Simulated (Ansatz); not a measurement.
Calculated with Ansatz (gas phase, PBE0-D4/def2-TZVP geometries, no zero-point term in ΔE). CBS: MP2 limit from def2 TZ/QZ plus the TZ coupled-cluster correction, frozen cores. DFT in def2-TZVPP. B3LYP here is the variant with VWN-RPA as its local correlation; programs differ in this. For Se outer-core shells are correlated without core-valence functions, which leaves a few kJ/mol of doubt a bond. Scalar relativity is left out up to krypton. Each species was taken in one conformer, which may not be the lowest.

Reaction (ligand exchange at the Al–C bond): `[F][AlH][CH](F)[SiH3]` + H₂Se → `[F][AlH][SeH]` + `FC[SiH3]`

| level | ΔE (kJ/mol) | difference from CCSD(T)/CBS |
| --- | --- | --- |
| r2SCAN-D4 | -131.5 | 2.0 |
| B3LYP-D4 | -126.5 | 7.0 |
| ωB97M-V | -126.9 | 6.6 |
| PBE | -127.3 | 6.2 |
| PBE0 | -133.6 | -0.1 |
| B3LYP | -130.0 | 3.5 |
| HF/def2-TZVPP | -145.5 | -12.0 |
| CCSD/def2-TZVPP | -133.0 | 0.5 |
| HF/CBS(def2) | -145.0 | -11.5 |
| MP2/CBS(def2) | -138.6 | -5.1 |
| CCSD(T)/CBS | -133.5 | 0 |

Largest T1 diagnostic among the species: 0.013.

In def2-TZVPP, CCSD(T) changes the Hartree–Fock value by +14.1 kJ/mol (the triples alone add +1.6 kJ/mol) and MP2 by +9.0 kJ/mol. From PBE to PBE0 (25 % exact exchange), in def2-TZVPP and without D4, ΔE moves by −6.3 kJ/mol.
